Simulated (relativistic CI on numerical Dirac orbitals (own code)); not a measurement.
## Gd¹⁸⁺: computed level list

These numbers are calculated, not measured: Dirac-Coulomb-Breit CI, KLI orbitals optimised for each configuration, model QED (radiative potential, 1s self-energy scaled to tabulated hydrogen-like ionisation energies), unscaled Slater integrals (own radial code, finite nucleus).

CI space (outside the closed core [Ar] 3d10): 4s2 4p6 4d10, 4s2 4p6 4d9 4f, 4s2 4p5 4d10 4f, 4s2 4p6 4d9 5s, 4s2 4p6 4d9 5p, 4s 4p6 4d10 4f, 4s2 4p6 4d9 5d, 4s2 4p5 4d10 5s. Double excitations out of closed p, d and f shells are left out; levels of such configurations are missing from the list, as are those of other unlisted configurations, and high levels can miss mixing partners.

```csv
No.,Configuration,Term,J,E (eV),%,Next component (%),Lifetime (s),jj configuration (%)
1,4s2 4p6 4d10,1S,0,0.000,100,,,closed (100)
2,4s2 4p6 4d9 4f,3P°,0,138.906,100,,,4d5/2^5 4f5/2 (100)
3,4s2 4p6 4d9 4f,3P°,1,139.991,94,5 3D°,1.45e-09,4d5/2^5 4f5/2 (73)
4,4s2 4p6 4d9 4f,3P°,2,142.191,81,15 3D°,7.29e-05,4d5/2^5 4f7/2 (54)
5,4s2 4p6 4d9 4f,3H°,6,143.986,100,,,4d5/2^5 4f7/2 (100)
6,4s2 4p6 4d9 4f,3H°,5,144.107,70,28 1H°,5.78e+01,4d5/2^5 4f5/2 (96)
7,4s2 4p6 4d9 4f,3F°,2,145.996,39,36 1D°,1.40e-04,4d5/2^5 4f5/2 (69)
8,4s2 4p6 4d9 4f,3F°,3,146.154,56,39 3D°,1.89e-02,4d5/2^5 4f5/2 (75)
9,4s2 4p6 4d9 4f,3H°,4,146.654,39,30 3G°,1.02e-02,4d5/2^5 4f5/2 (81)
10,4s2 4p6 4d9 4f,3F°,4,147.373,63,19 1G°,1.24e-02,4d5/2^5 4f7/2 (89)
11,4s2 4p6 4d9 4f,3G°,5,148.791,64,31 1H°,6.70e-03,4d5/2^5 4f7/2 (95)
12,4s2 4p6 4d9 4f,3D°,1,148.821,94,5 3P°,9.16e-11,4d3/2^3 4d5/2^6 4f5/2 (46)
13,4s2 4p6 4d9 4f,3D°,3,149.508,43,23 1F°,2.04e-03,4d5/2^5 4f7/2 (64)
14,4s2 4p6 4d9 4f,1D°,2,150.772,46,36 3D°,3.11e-04,4d3/2^3 4d5/2^6 4f7/2 (63)
15,4s2 4p6 4d9 4f,3H°,4,151.089,43,36 1G°,5.94e-04,4d3/2^3 4d5/2^6 4f5/2 (74)
16,4s2 4p6 4d9 4f,3F°,2,152.433,59,26 3D°,1.86e-04,4d3/2^3 4d5/2^6 4f5/2 (79)
17,4s2 4p6 4d9 4f,1H°,5,153.047,41,34 3G°,3.34e-04,4d3/2^3 4d5/2^6 4f7/2 (91)
18,4s2 4p6 4d9 4f,3G°,3,154.471,61,27 3F°,4.29e-04,4d3/2^3 4d5/2^6 4f7/2 (61)
19,4s2 4p6 4d9 4f,3G°,4,155.523,49,36 1G°,3.88e-04,4d3/2^3 4d5/2^6 4f7/2 (95)
20,4s2 4p6 4d9 4f,1F°,3,156.761,75,14 3G°,2.78e-04,4d3/2^3 4d5/2^6 4f5/2 (60)
21,4s2 4p6 4d9 5s,3D,3,180.625,100,,2.83e-06,4d5/2^5 5s (100)
22,4s2 4p6 4d9 5s,3D,2,181.382,50,50 1D,5.63e-08,4d5/2^5 5s (99)
23,4s2 4p6 4d9 5s,3D,1,187.357,100,,1.11e-06,4d3/2^3 4d5/2^6 5s (100)
24,4s2 4p6 4d9 5s,1D,2,187.958,50,50 3D,5.10e-08,4d3/2^3 4d5/2^6 5s (99)
25,4s2 4p6 4d9 4f,1P°,1,189.370,99,,2.13e-13,4d5/2^5 4f7/2 (51)
26,4s2 4p6 4d9 5p,3P°,2,209.464,65,25 3D°,1.16e-10,4d5/2^5 5p1/2 (97)
27,4s2 4p6 4d9 5p,3F°,3,210.332,49,34 1F°,1.04e-10,4d5/2^5 5p1/2 (100)
28,4s2 4p6 4d9 5p,3F°,2,216.590,83,9 1D°,1.02e-10,4d3/2^3 4d5/2^6 5p1/2 (97)
29,4s2 4p6 4d9 5p,3P°,1,217.470,43,42 3D°,6.26e-12,4d3/2^3 4d5/2^6 5p1/2 (90)
30,4s2 4p6 4d9 5p,3F°,4,220.211,100,,4.09e-11,4d5/2^5 5p3/2 (100)
31,4s2 4p6 4d9 5p,1P°,1,221.126,72,27 3P°,2.09e-12,4d5/2^5 5p3/2 (87)
32,4s2 4p6 4d9 5p,1D°,2,221.159,58,26 3P°,4.29e-11,4d5/2^5 5p3/2 (94)
33,4s2 4p6 4d9 5p,3D°,3,222.209,73,26 1F°,3.78e-11,4d5/2^5 5p3/2 (100)
34,4s2 4p6 4d9 5p,3P°,0,225.292,100,,4.89e-11,4d3/2^3 4d5/2^6 5p3/2 (100)
35,4s2 4p6 4d9 5p,3F°,3,227.537,50,40 1F°,4.10e-11,4d3/2^3 4d5/2^6 5p3/2 (100)
36,4s2 4p6 4d9 5p,3D°,1,227.663,58,29 3P°,1.15e-11,4d3/2^3 4d5/2^6 5p3/2 (94)
37,4s2 4p6 4d9 5p,3D°,2,228.684,56,25 1D°,3.82e-11,4d3/2^3 4d5/2^6 5p3/2 (99)
38,4s2 4p6 4d9 5d,3S,1,266.242,68,30 3P,5.87e-12,4d5/2^5 5d3/2 (82)
39,4s2 4p6 4d9 5d,3G,4,267.909,55,41 1G,5.48e-12,4d5/2^5 5d3/2 (98)
40,4s2 4p6 4d9 5d,3D,2,268.413,47,43 3P,5.64e-12,4d5/2^5 5d3/2 (94)
41,4s2 4p6 4d9 5d,3F,3,269.128,43,32 3D,5.68e-12,4d5/2^5 5d3/2 (96)
42,4s2 4p6 4d9 5d,1P,1,269.462,54,24 3D,7.39e-12,4d5/2^5 5d5/2 (83)
43,4s2 4p6 4d9 5d,3G,5,269.526,100,,6.01e-12,4d5/2^5 5d5/2 (100)
44,4s2 4p6 4d9 5d,3D,3,270.873,53,36 1F,6.70e-12,4d5/2^5 5d5/2 (95)
45,4s2 4p6 4d9 5d,1D,2,271.059,47,35 3P,6.76e-12,4d5/2^5 5d5/2 (93)
46,4s2 4p6 4d9 5d,3F,4,271.420,80,19 1G,6.72e-12,4d5/2^5 5d5/2 (98)
47,4s2 4p6 4d9 5d,3P,0,272.387,98,2 1S,5.99e-12,4d5/2^5 5d5/2 (54)
48,4s2 4p6 4d9 5d,1P,1,274.485,45,34 3D,6.26e-12,4d3/2^3 4d5/2^6 5d3/2 (87)
49,4s2 4p6 4d9 5d,3G,3,274.609,77,20 1F,5.55e-12,4d3/2^3 4d5/2^6 5d3/2 (96)
50,4s2 4p6 4d9 5d,3P,1,276.135,49,39 3D,6.30e-12,4d3/2^3 4d5/2^6 5d5/2 (86)
51,4s2 4p6 4d9 5d,3F,2,276.328,57,37 1D,5.75e-12,4d3/2^3 4d5/2^6 5d3/2 (98)
52,4s2 4p6 4d9 5d,3G,4,276.852,43,40 1G,6.57e-12,4d3/2^3 4d5/2^6 5d5/2 (99)
53,4s2 4p6 4d9 5d,3D,2,277.461,45,24 3F,6.68e-12,4d3/2^3 4d5/2^6 5d5/2 (97)
54,4s2 4p6 4d9 5d,3F,3,278.126,52,30 1F,6.83e-12,4d3/2^3 4d5/2^6 5d5/2 (98)
55,4s2 4p5 4d10 4f,3D,1,281.282,99,1 4s2 4p6 4d9 5d 3D,1.68e-12,4p3/2^3 4f5/2 (99)
56,4s2 4p5 4d10 4f,3D,2,283.330,82,16 3F,1.65e-12,4p3/2^3 4f5/2 (67)
57,4s2 4p5 4d10 4f,3G,5,284.398,100,,1.70e-12,4p3/2^3 4f7/2 (100)
58,4s2 4p5 4d10 4f,3G,4,284.947,61,33 1G,1.66e-12,4p3/2^3 4f5/2 (99)
59,4s2 4p5 4d10 4f,3D,3,286.060,53,38 3F,1.61e-12,4p3/2^3 4f7/2 (75)
60,4s2 4p5 4d10 4f,1F,3,287.488,50,30 3G,1.63e-12,4p3/2^3 4f5/2 (75)
61,4s2 4p6 4d9 5d,1S,0,289.191,98,2 3P,4.66e-12,4d3/2^3 4d5/2^6 5d3/2 (54)
62,4s2 4p5 4d10 4f,3F,4,289.349,65,32 1G,1.59e-12,4p3/2^3 4f7/2 (99)
63,4s2 4p5 4d10 4f,1D,2,292.774,54,42 3F,1.66e-12,4p3/2^3 4f7/2 (66)
64,4s2 4p5 4d10 4f,3G,3,319.707,67,23 1F,9.88e-13,4p1/2 4p3/2^4 4f5/2 (99)
65,4s2 4p5 4d10 4f,3D,3,321.105,44,36 3F,9.79e-13,4p1/2 4p3/2^4 4f7/2 (99)
66,4s2 4p5 4d10 5s,3P°,2,321.345,100,,1.36e-12,4p3/2^3 5s (100)
67,4s2 4p5 4d10 4f,3G,4,322.158,35,35 1G,9.73e-13,4p1/2 4p3/2^4 4f7/2 (100)
68,4s2 4p5 4d10 5s,1P°,1,322.376,65,35 3P°,7.52e-13,4p3/2^3 5s (100)
69,4s2 4p5 4d10 4f,1D,2,324.804,45,41 3F,1.01e-12,4p1/2 4p3/2^4 4f5/2 (98)
70,4s2 4p5 4d10 5s,3P°,0,356.626,100,,8.39e-13,4p1/2 4p3/2^4 5s (100)
```

Energies count from the lowest computed level; ° marks odd parity; lifetimes are radiative, by E1, M1, E2, M2, E3 decay to levels of this space only; some are left blank where a channel outside the calculation adds to the decay or the decay crosses a small, uncertain gap. Filled j subshells are mostly left out of the jj labels.

The mean weight of the leading LS term, summed over parents, in these 70 levels is 66 %, and that of the leading jj configuration (from the same eigenvectors) 88 %, so jj coupling describes them better and the LS labels are nominal.

At this charge energies of transitions that change n are usually good to better than 1 %, and those within a shell (Δn = 0) to a few per cent.

LS names give the leading component of a level, which can be under half, so a name can repeat, a term be missing and a line seem to break the LS rules.
